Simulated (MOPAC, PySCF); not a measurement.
C8H7FSSi, SMILES `Fc1cc2c([SiH3])cccc2s1`, neutral singlet in the gas phase. 

Cartesian coordinates (Å):
SMILES: Fc1cc2c([SiH3])cccc2s1
```xyz
18

F      4.0364    -0.8799     0.6201
C      2.7218    -0.8794     0.4281
C      1.9150     0.2151     0.2722
C      0.5370    -0.1666     0.0842
C     -0.6025     0.6657    -0.1112
Si    -0.4479     2.5445    -0.1541
C     -1.8544     0.0446    -0.2723
C     -2.0011    -1.3588    -0.2449
C     -0.8909    -2.1888    -0.0538
C      0.3662    -1.5866     0.1088
S      1.8894    -2.4282     0.3605
H      2.2979     1.2436     0.2922
H      0.1211     3.0721     1.1374
H     -1.8120     3.1368    -0.3740
H      0.4716     2.9884    -1.2620
H     -2.7499     0.6673    -0.4249
H     -2.9976    -1.8067    -0.3747
H     -1.0001    -3.2831    -0.0316
```
Charge 0, spin multiplicity 1.

All levels are single points at this geometry (PBE-D3(BJ)/def2-SVP); Pople sets use spherical d functions. Orbital energies aren't observables, and empty levels follow the basis.

BP86/6-31G* in PySCF gives dipole (D) = 0.99.

**Question.** Estimate the dipole (D) from each of these levels: PBE-D3(BJ)/def2-TZVP in PySCF; B3LYP/6-311+G** in PySCF; B3LYP/6-31G* in PySCF; B3LYP/LANL2DZ in PySCF; M06-2X/6-31G* in PySCF; PBE/6-31G* in PySCF; SVWN5/6-31G* in PySCF; HF/3-21G in PySCF; HF/6-31G* in PySCF; HF/STO-3G in PySCF; AM1 in MOPAC; PM3 in MOPAC.

**Answer.** 
```tsv
level	dipole (D)
PBE-D3(BJ)/def2-TZVP in PySCF	1.12
B3LYP/6-311+G** in PySCF	1.48
B3LYP/6-31G* in PySCF	1.20
B3LYP/LANL2DZ in PySCF	1.94
M06-2X/6-31G* in PySCF	1.34
PBE/6-31G* in PySCF	0.96
SVWN5/6-31G* in PySCF	0.99
HF/3-21G in PySCF	2.23
HF/6-31G* in PySCF	1.80
HF/STO-3G in PySCF	0.53
AM1 in MOPAC	1.71
PM3 in MOPAC	2.48
```
